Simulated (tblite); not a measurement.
Species: C5H14AlBS.
SMILES with atom numbers: `[CH3:1][B:2]([CH3:3])[CH2:4][S@@+:5]1[CH2:6][CH2:7][AlH2-:8]1` (hydrogens: H9, H10, H11 on C1; H12, H13, H14 on C3; H15, H16 on C4; H17, H18 on C6; H19, H20 on C7; H21, H22 on Al8)

Computed with GFN2-xTB (tblite), gas phase: L-BFGS steps from a force-field or distance-geometry start until the largest atomic force falls under 0.01 eV/Å.

Step 19: E = -636.0246 eV
```
atom  x, y, z in Å  |  force x, y, z in eV/Å
C1      2.2534    0.9083    1.3661   -0.018  -0.028  -0.037
B2      1.8167    0.0548    0.1219    0.000   0.002  -0.011
C3      2.5936    0.1552   -1.2431   -0.034  -0.007   0.043
C4      0.5495   -0.9056    0.2508    0.028   0.040  -0.032
S5     -0.6947   -0.3984   -1.0129    0.002  -0.005   0.018
C6     -2.2309   -1.2844   -0.4779    0.062  -0.017  -0.048
C7     -3.1905   -0.3148    0.2260    0.006   0.109   0.047
Al8    -2.0106    1.3385    0.1539    0.033   0.024   0.004
H9      2.4875    0.2825    2.2276   -0.011   0.027  -0.022
H10     1.4141    1.5332    1.6756    0.039   0.006   0.008
H11     3.1060    1.5567    1.1775   -0.029  -0.023   0.053
H12     2.2016   -0.4851   -2.0302    0.023   0.026   0.022
H13     3.6525   -0.0725   -1.1121   -0.056  -0.001  -0.013
H14     2.5611    1.1836   -1.6055   -0.008  -0.047  -0.007
H15     0.8025   -1.9361   -0.0061   -0.042   0.005   0.058
H16     0.0685   -0.8843    1.2309   -0.032   0.051  -0.075
H17    -1.9143   -2.1155    0.1466    0.052  -0.043   0.021
H18    -2.6388   -1.6799   -1.4044   -0.031  -0.066  -0.072
H19    -4.1257   -0.2631   -0.3495    0.009   0.019  -0.021
H20    -3.4864   -0.7329    1.1963    0.029  -0.029   0.038
H21    -2.1242    2.3732   -0.9976   -0.055  -0.001  -0.035
H22    -1.1012    1.7061    1.3578    0.032  -0.041   0.061
```

Step 20: E = -636.0272 eV
```
atom  x, y, z in Å  |  force x, y, z in eV/Å
C1      2.2524    0.9066    1.3664   -0.021  -0.014  -0.031
B2      1.8144    0.0568    0.1201    0.010  -0.032   0.015
C3      2.5926    0.1533   -1.2433   -0.043   0.004   0.045
C4      0.5454   -0.8997    0.2487   -0.011   0.020  -0.026
S5     -0.6975   -0.3936   -1.0195    0.016  -0.038   0.067
C6     -2.2299   -1.2870   -0.4801    0.108   0.007  -0.054
C7     -3.1858   -0.3160    0.2276   -0.003   0.086   0.043
Al8    -2.0087    1.3410    0.1572    0.044  -0.013  -0.014
H9      2.4846    0.2819    2.2294   -0.012   0.021  -0.036
H10     1.4135    1.5325    1.6749    0.035   0.011   0.009
H11     3.1053    1.5548    1.1793   -0.019  -0.022   0.051
H12     2.1972   -0.4876   -2.0288    0.047   0.043   0.026
H13     3.6517   -0.0731   -1.1112   -0.067  -0.006  -0.027
H14     2.5582    1.1826   -1.6028   -0.001  -0.051  -0.029
H15     0.7910   -1.9336   -0.0048   -0.029   0.035   0.065
H16     0.0656   -0.8729    1.2307   -0.036   0.050  -0.114
H17    -1.9055   -2.1148    0.1465    0.033  -0.021  -0.005
H18    -2.6361   -1.6860   -1.4070   -0.039  -0.050  -0.027
H19    -4.1212   -0.2623   -0.3467   -0.005   0.029  -0.034
H20    -3.4833   -0.7371    1.1962    0.034  -0.028   0.041
H21    -2.1229    2.3716   -0.9996   -0.059   0.002  -0.016
H22    -1.0915    1.7021    1.3584    0.017  -0.032   0.051
```

Question: Estimate the geometry and energy of step 21. (The exact step hangs on the optimiser's Hessian estimate; all steps are aligned on step 20, rigid shifts and turns removed.)

Answer: E = -636.0297 eV, largest force 0.141 eV/Å
```
atom  x, y, z in Å  |  force x, y, z in eV/Å
C1      2.2509    0.9044    1.3662   -0.018   0.006  -0.012
B2      1.8121    0.0585    0.1186    0.015  -0.057   0.040
C3      2.5907    0.1513   -1.2426   -0.040   0.013   0.031
C4      0.5407   -0.8926    0.2460   -0.045  -0.005  -0.014
S5     -0.7001   -0.3891   -1.0254    0.029  -0.054   0.074
C6     -2.2270   -1.2897   -0.4833    0.106   0.030  -0.035
C7     -3.1805   -0.3161    0.2298   -0.001   0.019   0.018
Al8    -2.0054    1.3431    0.1603    0.051  -0.040  -0.026
H9      2.4812    0.2814    2.2306   -0.012   0.003  -0.039
H10     1.4135    1.5319    1.6744    0.019   0.017   0.010
H11     3.1041    1.5522    1.1820    0.000  -0.014   0.040
H12     2.1933   -0.4896   -2.0268    0.056   0.043   0.017
H13     3.6496   -0.0738   -1.1106   -0.057  -0.012  -0.032
H14     2.5550    1.1807   -1.6005    0.004  -0.038  -0.049
H15     0.7777   -1.9300   -0.0024   -0.008   0.047   0.065
H16     0.0619   -0.8595    1.2287   -0.051   0.050  -0.122
H17    -1.8956   -2.1145    0.1462    0.007   0.011  -0.040
H18    -2.6338   -1.6936   -1.4102   -0.031  -0.019   0.038
H19    -4.1161   -0.2605   -0.3443   -0.005   0.035  -0.030
H20    -3.4788   -0.7419    1.1968    0.039  -0.020   0.026
H21    -2.1228    2.3696   -1.0018   -0.058   0.004   0.005
H22    -1.0809    1.6970    1.3601    0.001  -0.022   0.036
```

The energy changes by -0.0026 eV. The first-order estimate −F·Δx gives -0.0036 eV and the mean of the old and new forces, exact on a quadratic surface, -0.0026 eV. The step makes an angle of 71° with the force vector and moves no atom by more than 0.014 Å.

What follows is the cost of the whole relaxation. Hardware: Arm Neoverse V1, one thread, no GPU, shared host. Cost: 2.6 s of wall time.
